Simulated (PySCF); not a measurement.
**Stationary points of AsH₂⁺**

Level of theory: PySCF, PBE0, basis As def2-TZVP, H def2-TZVP (no relativity, density fitting).

Relaxations began from a few typed shapes. The search is not exhaustive: other isomers or separated fragments can lie lower, and high-lying points may rest on an excited occupation.

(1) Which is the lowest minimum found?
A. singlet D∞h: As–H 1.489 Å (×2); H–As–H 180.0°
B. singlet C2v: As–H 1.530 Å (×2); H–As–H 91.0°

## Answers

(1) B. The others lie at 311.8 (singlet D∞h, a saddle point) kJ/mol above it.

Counting electrons, arsenic keeps 2 of its valence electrons outside its bonds, so the VSEPR class is AX2E1 and the expected shape is bent (C2v), as computed. The angle of 91° is close to 90°: the heavy centre bonds with nearly pure p orbitals and keeps its lone pair s-like.

The electron or spin density has lower symmetry than the nuclear frame for the singlet D∞h at 311.8 kJ/mol.
